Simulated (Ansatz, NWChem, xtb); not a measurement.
# How methods differ on AlH3Se (SMILES [AlH2][SeH])

The species is AlH3Se (5 atoms), meant as a singlet with charge 0. SMILES: `[AlH2][SeH]`. Geometry: relaxed at PBE0-D4/def2-TZVP.

Quantity: the dipole moment, in D. The values are calculated.

```tsv
level	kind	program	value (D)	CPU time
GFN2-xTB	semi-empirical	xtb	1.72	under 2 s
GFN0-xTB	semi-empirical	xtb	1.36	under 2 s
GFN1-xTB	semi-empirical	xtb	0.70	under 2 s
HF/STO-3G	Hartree–Fock	Ansatz	2.49	0.47 s
HF/3-21G	Hartree–Fock	Ansatz	1.71	0.63 s
HF/6-31G** (spherical functions)	Hartree–Fock	Ansatz	1.38	2.5 s
HF/def2-SVP	Hartree–Fock	Ansatz	1.14	1.6 s
HF/pcseg-2	Hartree–Fock	Ansatz	1.14	7.3 s
PBE0/aug-pcseg-0	global hybrid	NWChem	1.75	4.5 s
B3LYP/6-31G* (spherical functions)	global hybrid	Ansatz	0.98	5.2 s
```

All-electron rows without a relativistic Hamiltonian named are non-relativistic. The values span 0.70 to 2.49 D. Magnitudes only. Sets without polarisation functions give poor dipoles. CPU times are rough (shared hosts, several kinds of processor and program).
